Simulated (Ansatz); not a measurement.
Ansatz (an electronic-structure program) job for SnOCl, SMILES [O]=[Sn][Cl], multiplicity 2, PBE/def2-TZVPD. Geometry optimised at B3LYP-D3(BJ)/def2-TZVP. The def2 effective core potentials stand for the cores of Sn; spin–orbit coupling is left out.

Ansatz 0.2 input:
```yaml
crystal:
  periodic: [false, false, false]
  atoms:
    - {symbol: Sn, position_ang: [0.31926546, -0.46069359, 0.00000000]}
    - {symbol: O, position_ang: [-1.56985119, -1.09222223, 0.00000000]}
    - {symbol: Cl, position_ang: [-0.20026255, 1.86896808, 0.00000000]}
basis:
  gaussian:
    orbitals: def2-TZVPD
hamiltonian:
  xc: {name: PBE}
magnetization: {spin_polarized: true, initial_magnetization: 1}
```

Log of the run:

```
WARN ansatz: RAYON_NUM_THREADS=1 ignored (pool sized by the plan → 1); use --threads N
Functional definition: PBE
integrals: 0.06 GiB planned
868 factors; their error is unknown
mean field: 0.53 GiB planned
mean field evaluation 1: about -20378.2604 eV, gradient 6.2e1 eV
mean field evaluation 2: about -20121.9569 eV, gradient 1.6e2 eV
mean field evaluation 4: about -20391.4014 eV, gradient 2.8e1 eV
mean field evaluation 8: about -20395.3948 eV, gradient 7.2e-1 eV
mean field evaluation 16: about -20395.3896 eV, gradient 2.3e-3 eV
mean field evaluation 32: about -20395.3453 eV, gradient 3.1e0 eV
mean field evaluation 64: about -20395.2854 eV, gradient 8.8e-1 eV
mean field -20395.38960186 eV, -749.5167433769 hartree, gradient 2.1e-5 eV, S^2 0.756490; 7 other end points of the search recorded, 0 dependent functions left out
reference -20395.38965561 eV, -749.5167453521 hartree; 24, 23 occupied and 118, 119 virtual orbitals, 868 factors
Total energy: -20395.38965561 eV, -749.5167453521 hartree
```

The run converged.

Cost: very roughly 20 core-seconds.
